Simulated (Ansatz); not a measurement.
B2ClFH4Si (`B[SiH](F)BCl`). The species carries charge 0 and has multiplicity 1. The geometry is a stationary point of PBE0-D4/def2-TZVP. It is one conformer, not always the lowest.

```xyz
9

B     0.110   -0.441    1.631
Si    0.148    0.768    0.040
F    -0.757    2.089    0.213
B    -0.426   -0.276   -1.589
Cl    0.554   -1.633   -2.063
H    -0.580   -0.250    2.587
H     0.795   -1.421    1.611
H     1.554    1.220   -0.182
H    -1.396   -0.057   -2.248
```

Task: What is the dipole moment at ωB97M-V/def2-TZVPP? (An estimate is asked.)

Result: Ansatz gave: 0.94 D, with components (0.27, -0.89, 0.11) D in this frame, pointing from negative to positive charge.

Task: And with PBE, r2SCAN, B3LYP? (Estimate.)

Result: The calculation gave: PBE 0.99 D, r2SCAN 0.92 D, B3LYP 0.95 D.

Task: Give the Mulliken charges with ωB97M-V, PBE, B3LYP in def2-TZVPP. (An estimate is asked.)

Result: The calculation gave: 
```csv
atom,ωB97M-V,PBE,B3LYP
B1,-0.22,-0.11,-0.13
Si2,0.41,0.39,0.45
F3,-0.33,-0.29,-0.34
B4,-0.06,0.03,0.03
Cl5,-0.07,-0.07,-0.10
H6,0.10,0.05,0.07
H7,0.10,0.05,0.06
H8,-0.04,-0.07,-0.09
H9,0.09,0.04,0.06
```

B3LYP here is the variant with VWN-RPA as its local correlation; programs differ in this.
